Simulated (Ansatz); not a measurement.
System: sum formula H$_{2}$SiO$_{2}$Cl, charge 0, multiplicity 2. It need not be the lowest isomer of its formula. SMILES: O[Si](O)Cl
Geometry from a B3LYP-D3(BJ)/def2-TZVP (Ansatz, a first-principles code) optimisation:
```
Si
O 1 1.6375
H 2 0.9634 1 117.07
O 1 1.6482 2 106.18 3 17.41
H 4 0.9619 1 118.48 2 174.60
Cl 1 2.0819 2 108.54 3 137.20
```
Charge 0, spin multiplicity 2.

Atomisation energy built up term by term with Ansatz (kcal/mol; UHF references for open shells; valence terms freeze the core; atomic spin-orbit terms are left out). Basis-set limits of correlation are two-point, X^-3; Hartree-Fock from the larger set.

```csv
term,basis,kcal/mol
Hartree-Fock,cc-pV(Q+d)Z,366.39
CCSD correlation,"CBS(cc-pV(T+d)Z,cc-pV(Q+d)Z)",150.98
(T),"CBS(cc-pV(T+d)Z,cc-pV(Q+d)Z)",11.97
core correlation,cc-pwCVTZ,0.69
scalar relativity (X2C),cc-pVTZ-DK against cc-pVTZ,-1.45
sum: De,,528.6
```

(T) makes 2.3 % of the CCSD(T) atomisation energy; under 5 % is typical of single-reference molecules.
